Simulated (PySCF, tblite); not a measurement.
Dissociation curve of CuF, singlet.

Computed with: UKS-B3LYP/6-31G* = unrestricted B3LYP/6-31G*, spherical d run with PySCF; GFN2-xTB, 300 K electronic temperature (tblite); RKS-B3LYP/6-31G* = restricted B3LYP/6-31G*, spherical d (PySCF); UCCSD(T) = CCSD(T) on UHF/def2-TZVP, 6 core orbitals frozen run with PySCF.

Energies relative to the lowest point of each curve near equilibrium, in eV; the last columns give the difference from UCCSD(T):

```json
[
 {"R / Å": "1.34", "UKS-B3LYP/6-31G*": "3.485", "GFN2-xTB": "2.097", "RKS-B3LYP/6-31G*": "3.442", "UCCSD(T)": "4.599", "UKS-B3LYP/6-31G* − UCCSD(T)": "-1.115", "GFN2-xTB − UCCSD(T)": "-2.502", "RKS-B3LYP/6-31G* − UCCSD(T)": "-1.157"},
 {"R / Å": "1.42", "UKS-B3LYP/6-31G*": "1.662", "GFN2-xTB": "1.072", "RKS-B3LYP/6-31G*": "1.620", "UCCSD(T)": "2.664", "UKS-B3LYP/6-31G* − UCCSD(T)": "-1.002", "GFN2-xTB − UCCSD(T)": "-1.592", "RKS-B3LYP/6-31G* − UCCSD(T)": "-1.044"},
 {"R / Å": "1.51", "UKS-B3LYP/6-31G*": "0.567", "GFN2-xTB": "0.424", "RKS-B3LYP/6-31G*": "0.526", "UCCSD(T)": "1.094", "UKS-B3LYP/6-31G* − UCCSD(T)": "-0.527", "GFN2-xTB − UCCSD(T)": "-0.670", "RKS-B3LYP/6-31G* − UCCSD(T)": "-0.568"},
 {"R / Å": "1.59", "UKS-B3LYP/6-31G*": "0.123", "GFN2-xTB": "0.133", "RKS-B3LYP/6-31G*": "0.096", "UCCSD(T)": "0.450", "UKS-B3LYP/6-31G* − UCCSD(T)": "-0.327", "GFN2-xTB − UCCSD(T)": "-0.317", "RKS-B3LYP/6-31G* − UCCSD(T)": "-0.353"},
 {"R / Å": "1.64", "UKS-B3LYP/6-31G*": "0.012", "GFN2-xTB": "0.043", "RKS-B3LYP/6-31G*": "0.000", "UCCSD(T)": "0.217", "UKS-B3LYP/6-31G* − UCCSD(T)": "-0.205", "GFN2-xTB − UCCSD(T)": "-0.175", "RKS-B3LYP/6-31G* − UCCSD(T)": "-0.217"},
 {"R / Å": "1.70", "UKS-B3LYP/6-31G*": "0.000", "GFN2-xTB": "0.000", "RKS-B3LYP/6-31G*": "0.006", "UCCSD(T)": "0.060", "UKS-B3LYP/6-31G* − UCCSD(T)": "-0.060", "GFN2-xTB − UCCSD(T)": "-0.060", "RKS-B3LYP/6-31G* − UCCSD(T)": "-0.053"},
 {"R / Å": "1.76", "UKS-B3LYP/6-31G*": "0.083", "GFN2-xTB": "0.011", "RKS-B3LYP/6-31G*": "0.108", "UCCSD(T)": "0.000", "UKS-B3LYP/6-31G* − UCCSD(T)": "0.083", "GFN2-xTB − UCCSD(T)": "0.011", "RKS-B3LYP/6-31G* − UCCSD(T)": "0.108"},
 {"R / Å": "1.81", "UKS-B3LYP/6-31G*": "0.204", "GFN2-xTB": "0.052", "RKS-B3LYP/6-31G*": "0.245", "UCCSD(T)": "0.005", "UKS-B3LYP/6-31G* − UCCSD(T)": "0.199", "GFN2-xTB − UCCSD(T)": "0.047", "RKS-B3LYP/6-31G* − UCCSD(T)": "0.240"},
 {"R / Å": "1.86", "UKS-B3LYP/6-31G*": "0.359", "GFN2-xTB": "0.115", "RKS-B3LYP/6-31G*": "0.415", "UCCSD(T)": "0.047", "UKS-B3LYP/6-31G* − UCCSD(T)": "0.312", "GFN2-xTB − UCCSD(T)": "0.068", "RKS-B3LYP/6-31G* − UCCSD(T)": "0.368"},
 {"R / Å": "1.94", "UKS-B3LYP/6-31G*": "0.654", "GFN2-xTB": "0.250", "RKS-B3LYP/6-31G*": "0.733", "UCCSD(T)": "0.170", "UKS-B3LYP/6-31G* − UCCSD(T)": "0.484", "GFN2-xTB − UCCSD(T)": "0.081", "RKS-B3LYP/6-31G* − UCCSD(T)": "0.563"},
 {"R / Å": "2.03", "UKS-B3LYP/6-31G*": "1.026", "GFN2-xTB": "0.441", "RKS-B3LYP/6-31G*": "1.128", "UCCSD(T)": "0.362", "UKS-B3LYP/6-31G* − UCCSD(T)": "0.663", "GFN2-xTB − UCCSD(T)": "0.079", "RKS-B3LYP/6-31G* − UCCSD(T)": "0.766"},
 {"R / Å": "2.19", "UKS-B3LYP/6-31G*": "1.716", "GFN2-xTB": "0.852", "RKS-B3LYP/6-31G*": "1.858", "UCCSD(T)": "0.779", "UKS-B3LYP/6-31G* − UCCSD(T)": "0.937", "GFN2-xTB − UCCSD(T)": "0.074", "RKS-B3LYP/6-31G* − UCCSD(T)": "1.079"},
 {"R / Å": "2.35", "UKS-B3LYP/6-31G*": "2.376", "GFN2-xTB": "1.325", "RKS-B3LYP/6-31G*": "2.556", "UCCSD(T)": "1.227", "UKS-B3LYP/6-31G* − UCCSD(T)": "1.148", "GFN2-xTB − UCCSD(T)": "0.097", "RKS-B3LYP/6-31G* − UCCSD(T)": "1.328"},
 {"R / Å": "2.66", "UKS-B3LYP/6-31G*": "3.373", "GFN2-xTB": "2.268", "RKS-B3LYP/6-31G*": "3.694", "UCCSD(T)": "2.056", "UKS-B3LYP/6-31G* − UCCSD(T)": "1.317", "GFN2-xTB − UCCSD(T)": "0.212", "RKS-B3LYP/6-31G* − UCCSD(T)": "1.638"},
 {"R / Å": "2.91", "UKS-B3LYP/6-31G*": "3.853", "GFN2-xTB": "2.927", "RKS-B3LYP/6-31G*": "4.386", "UCCSD(T)": "2.947", "UKS-B3LYP/6-31G* − UCCSD(T)": "0.906", "GFN2-xTB − UCCSD(T)": "-0.020", "RKS-B3LYP/6-31G* − UCCSD(T)": "1.439"},
 {"R / Å": "3.19", "UKS-B3LYP/6-31G*": "4.176", "GFN2-xTB": "3.496", "RKS-B3LYP/6-31G*": "4.955", "UCCSD(T)": "3.462", "UKS-B3LYP/6-31G* − UCCSD(T)": "0.714", "GFN2-xTB − UCCSD(T)": "0.034", "RKS-B3LYP/6-31G* − UCCSD(T)": "1.493"},
 {"R / Å": "3.53", "UKS-B3LYP/6-31G*": "4.406", "GFN2-xTB": "3.980", "RKS-B3LYP/6-31G*": "5.433", "UCCSD(T)": "3.786", "UKS-B3LYP/6-31G* − UCCSD(T)": "0.620", "GFN2-xTB − UCCSD(T)": "0.193", "RKS-B3LYP/6-31G* − UCCSD(T)": "1.647"},
 {"R / Å": "3.84", "UKS-B3LYP/6-31G*": "4.534", "GFN2-xTB": "—", "RKS-B3LYP/6-31G*": "5.737", "UCCSD(T)": "3.899", "UKS-B3LYP/6-31G* − UCCSD(T)": "0.635", "GFN2-xTB − UCCSD(T)": "—", "RKS-B3LYP/6-31G* − UCCSD(T)": "1.838"},
 {"R / Å": "4.28", "UKS-B3LYP/6-31G*": "4.645", "GFN2-xTB": "—", "RKS-B3LYP/6-31G*": "6.040", "UCCSD(T)": "3.949", "UKS-B3LYP/6-31G* − UCCSD(T)": "0.696", "GFN2-xTB − UCCSD(T)": "—", "RKS-B3LYP/6-31G* − UCCSD(T)": "2.091"},
 {"R / Å": "4.80", "UKS-B3LYP/6-31G*": "4.716", "GFN2-xTB": "—", "RKS-B3LYP/6-31G*": "6.278", "UCCSD(T)": "3.963", "UKS-B3LYP/6-31G* − UCCSD(T)": "0.753", "GFN2-xTB − UCCSD(T)": "—", "RKS-B3LYP/6-31G* − UCCSD(T)": "2.315"},
 {"R / Å": "5.35", "UKS-B3LYP/6-31G*": "4.756", "GFN2-xTB": "—", "RKS-B3LYP/6-31G*": "6.441", "UCCSD(T)": "3.967", "UKS-B3LYP/6-31G* − UCCSD(T)": "0.789", "GFN2-xTB − UCCSD(T)": "—", "RKS-B3LYP/6-31G* − UCCSD(T)": "2.474"},
 {"R / Å": "6.19", "UKS-B3LYP/6-31G*": "4.784", "GFN2-xTB": "—", "RKS-B3LYP/6-31G*": "6.582", "UCCSD(T)": "3.968", "UKS-B3LYP/6-31G* − UCCSD(T)": "0.816", "GFN2-xTB − UCCSD(T)": "—", "RKS-B3LYP/6-31G* − UCCSD(T)": "2.614"},
 {"R / Å": "7.03", "UKS-B3LYP/6-31G*": "4.822", "GFN2-xTB": "—", "RKS-B3LYP/6-31G*": "6.662", "UCCSD(T)": "3.968", "UKS-B3LYP/6-31G* − UCCSD(T)": "0.854", "GFN2-xTB − UCCSD(T)": "—", "RKS-B3LYP/6-31G* − UCCSD(T)": "2.694"}
]
```

UKS-B3LYP/6-31G* is furthest from UCCSD(T) at 2.66 (1.317 eV, above); its mean absolute difference over the points is 0.659 eV.

GFN2-xTB is furthest from UCCSD(T) at 1.34 (-2.502 eV, below); its mean absolute difference over the points is 0.367 eV.

RKS-B3LYP/6-31G* is furthest from UCCSD(T) at 7.03 (2.694 eV, above); its mean absolute difference over the points is 1.221 eV.

Dashes: no converged value, or the column stops at the first point that the program doubted or that broke a chosen test of continuity, which isn't proof of a fault.

The unrestricted determinant behind UKS-B3LYP/6-31G* is spin-contaminated at 1.51 to 7.03 Å (<S²> up to 1.0, against 0.00 for a pure singlet). The restricted form behind RKS-B3LYP/6-31G* keeps the bonding electrons paired and can't separate into open-shell fragments. The unrestricted solution behind UCCSD(T) changes between 1.42 and 1.51 Å, which can leave a kink. The unrestricted determinant behind UCCSD(T) is spin-contaminated at 1.34 to 1.42, 2.91 to 7.03 Å (<S²> up to 1.0, against 0.00 for a pure singlet).
